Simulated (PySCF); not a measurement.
# Computed records: AlGeH$_{4}$O, AlGeH$_{6}$NO, AlGeH$_{3}$NO

Computed with PySCF 2.14.0. Calculation on a computer-drawn molecule: the log of a Hartree-Fock and frozen-core CCSD(T) single point meant for a local Hartree-Fock minimum, with one planted fault or none, to be diagnosed. Offsets are logged minus clean, where the clean run is the same molecule without the fault. The reference is restricted for singlets and unrestricted otherwise, and also for a bond in bohr or an excited solution. Adding or removing an electron swaps singlet and doublet. The excited solution moves the top pair (singlet) or top alpha electron (doublet) to the lowest empty orbital. Highest occupied and lowest empty are orbital energies over both spins, largest force is the largest gradient component, triples share is (T) over the correlation energy, the T1 limit is 0.02 restricted and 0.045 unrestricted, electrons count all cores, a negative frequency is imaginary (commonest isotopes), and the dipole is about the centre of nuclear charge; on germanium a core potential holds 10 electrons, which the energies leave out, and 3d is frozen in MP2 and coupled-cluster steps.

Common to all runs: meant multiplicity 1; meant basis cc-pV(D+d)Z; meant basis and core potential on germanium cc-pVDZ-PP ECP10MDF; logged SCF converged yes; possible faults no fault, one electron removed, one electron added, multiplicity raised by two, geometry at a saddle point, SCF held on an excited solution, minimal basis STO-3G, one bond length entered in bohr, all coordinates scaled.

(1) 
```xyz
7
formula=AlGeH4O meant_charge=1 logged_electrons=56 logged_basis_functions=80 logged_spin_squared=0 logged_highest_occupied=-11.502 logged_lowest_empty=-10.035 logged_largest_force=0.093079 logged_CC_converged=no logged_dipole_magnitude=5.0468 logged_SCF_stable_within_its_kind=no logged_energy_HF=-611.93298 planted_fault=SCF_held_on_an_excited_solution HF_energy_offset_from_clean_run=217
O      0.8343    -0.4506     0.0905
Al     0.0390     0.9824    -0.1354
Ge    -2.2373    -0.0171    -0.8082
H      1.6876    -0.7716     0.3396
H      0.3011     2.5064    -0.0502
H     -3.3434    -0.4351     0.1564
H     -2.6413    -0.4329    -2.2196
```

Units: logged_highest_occupied, logged_lowest_empty in eV; logged_largest_force in hartree/bohr; logged_dipole_magnitude in debye; logged_energy_HF in hartree; HF_energy_offset_from_clean_run in kcal/mol.

Drawn bonds:
```tsv
atom	other atom	order
1	2	1
2	3	1
1	4	1
2	5	1
3	6	1
3	7	1
```

Notes: CCSD not converged.

(2) 
```xyz
7
formula=AlGeH4O meant_charge=1 logged_electrons=57 logged_basis_functions=80 logged_spin_squared=0.7679 logged_highest_occupied=-6.8465 logged_lowest_empty=1.3478 logged_largest_force=0.043935 logged_T1_diagnostic=0.015616 logged_D1_diagnostic=0.041901 logged_triples_share=0.021868 logged_CC_converged=yes logged_dipole_magnitude=3.9766 logged_SCF_stable_within_its_kind=yes logged_energy_HF=-612.50277 logged_energy_CCSD(T)=-612.8814 planted_fault=one_electron_added HF_energy_offset_from_clean_run=-140.5 CCSD(T)_energy_offset_from_clean_run=-150.1
O      0.8343    -0.4506     0.0905
Al     0.0390     0.9824    -0.1354
Ge    -2.2373    -0.0171    -0.8082
H      1.6876    -0.7716     0.3396
H      0.3011     2.5064    -0.0502
H     -3.3434    -0.4351     0.1564
H     -2.6413    -0.4329    -2.2196
```

Units: logged_highest_occupied, logged_lowest_empty in eV; logged_largest_force in hartree/bohr; logged_dipole_magnitude in debye; logged_energy_HF, logged_energy_CCSD(T) in hartree; HF_energy_offset_from_clean_run, CCSD(T)_energy_offset_from_clean_run in kcal/mol.

Drawn bonds:
```tsv
atom	other atom	order
1	2	1
2	3	1
1	4	1
2	5	1
3	6	1
3	7	1
```

(3) 
```xyz
7
formula=AlGeH4O meant_charge=1 logged_electrons=55 logged_basis_functions=80 logged_spin_squared=0.8207 logged_highest_occupied=-23.025 logged_lowest_empty=-14.442 logged_largest_force=0.05199 logged_T1_diagnostic=0.040285 logged_D1_diagnostic=0.18933 logged_triples_share=0.026833 logged_CC_converged=yes logged_dipole_magnitude=3.4256 logged_SCF_stable_within_its_kind=yes logged_energy_HF=-611.7176 logged_energy_CCSD(T)=-612.06916
O      0.8343    -0.4506     0.0905
Al     0.0390     0.9824    -0.1354
Ge    -2.2373    -0.0171    -0.8082
H      1.6876    -0.7716     0.3396
H      0.3011     2.5064    -0.0502
H     -3.3434    -0.4351     0.1564
H     -2.6413    -0.4329    -2.2196
```

Units: logged_highest_occupied, logged_lowest_empty in eV; logged_largest_force in hartree/bohr; logged_dipole_magnitude in debye; logged_energy_HF, logged_energy_CCSD(T) in hartree.

Drawn bonds:
```tsv
atom	other atom	order
1	2	1
2	3	1
1	4	1
2	5	1
3	6	1
3	7	1
```

(4) 
```xyz
10
formula=AlGeH6NO meant_charge=0 logged_electrons=66 logged_basis_functions=104 logged_spin_squared=0 logged_highest_occupied=-10.551 logged_lowest_empty=2.9248 logged_largest_force=1.438e-05 logged_lowest_frequency=75.66 logged_T1_diagnostic=0.013378 logged_D1_diagnostic=0.043789 logged_triples_share=0.022861 logged_CC_converged=yes logged_dipole_magnitude=2.2001 logged_SCF_stable_within_its_kind=yes logged_energy_HF=-668.20122 logged_energy_CCSD(T)=-668.78112
O      1.4986    -0.2624    -2.4789
Al     1.0729    -0.0396    -0.8603
N     -0.5111     0.6196    -0.4041
Ge    -1.2296     0.9634     1.2580
H      1.0222    -0.0927    -3.2726
H      2.1214    -0.4334     0.2351
H     -1.1516     0.8594    -1.1437
H     -1.5576     2.4553     1.4079
H     -0.1910     0.5538     2.3033
H     -2.5207     0.1595     1.4643
```

Units: logged_highest_occupied, logged_lowest_empty in eV; logged_largest_force in hartree/bohr; logged_lowest_frequency in cm⁻¹; logged_dipole_magnitude in debye; logged_energy_HF, logged_energy_CCSD(T) in hartree.

Drawn bonds:
```tsv
atom	other atom	order
1	2	1
2	3	1
3	4	1
1	5	1
2	6	1
3	7	1
4	8	1
4	9	1
4	10	1
```

(5) 
```xyz
7
formula=AlGeH3NO meant_charge=1 logged_electrons=62 logged_basis_functions=89 logged_spin_squared=0.9117 logged_highest_occupied=-14.289 logged_lowest_empty=-4.2078 logged_largest_force=0.017065 logged_T1_diagnostic=0.030512 logged_D1_diagnostic=0.11279 logged_triples_share=0.033695 logged_CC_converged=yes logged_dipole_magnitude=2.7458 logged_SCF_stable_within_its_kind=yes logged_energy_HF=-666.06147 logged_energy_CCSD(T)=-666.56104
O      3.9112    -0.4674    -0.5024
Al     2.3309    -0.4347    -0.2586
N      0.6990    -0.4012    -0.0061
Ge    -0.9677    -0.3658     0.2524
H      4.8399    -0.4861    -0.6478
H     -1.9342    -0.7709    -0.8397
H     -2.0499     0.4610     2.7677
```

Units: logged_highest_occupied, logged_lowest_empty in eV; logged_largest_force in hartree/bohr; logged_dipole_magnitude in debye; logged_energy_HF, logged_energy_CCSD(T) in hartree.

Drawn bonds:
```tsv
atom	other atom	order
1	2	1
2	3	2
3	4	1
1	5	1
4	6	1
4	7	1
```

To be estimated
1. Which fault was planted in the run of AlGeH$_{4}$O (entry 3)?
2. Which fault was planted in the run of AlGeH$_{6}$NO (entry 4)?
3. Which fault was planted in the run of AlGeH$_{3}$NO (entry 5)?

Calculated values
1. one electron removed
2. no fault
3. one bond length entered in bohr, row 6 of the drawn bonds

Further results for AlGeH$_{4}$O (entry 3):

| Item | Value |
| --- | --- |
| HF energy offset from clean run | 352.2 kcal/mol |
| CCSD(T) energy offset from clean run | 359.5 kcal/mol |

Further results for AlGeH$_{6}$NO (entry 4):

| Item | Value |
| --- | --- |
| HF energy offset from clean run | 0 kcal/mol |
| CCSD(T) energy offset from clean run | 0 kcal/mol |

Further results for AlGeH$_{3}$NO (entry 5):

| Property | Result |
| --- | --- |
| HF energy offset from clean run | 60.58 kcal/mol |
| CCSD(T) energy offset from clean run | 70.38 kcal/mol |
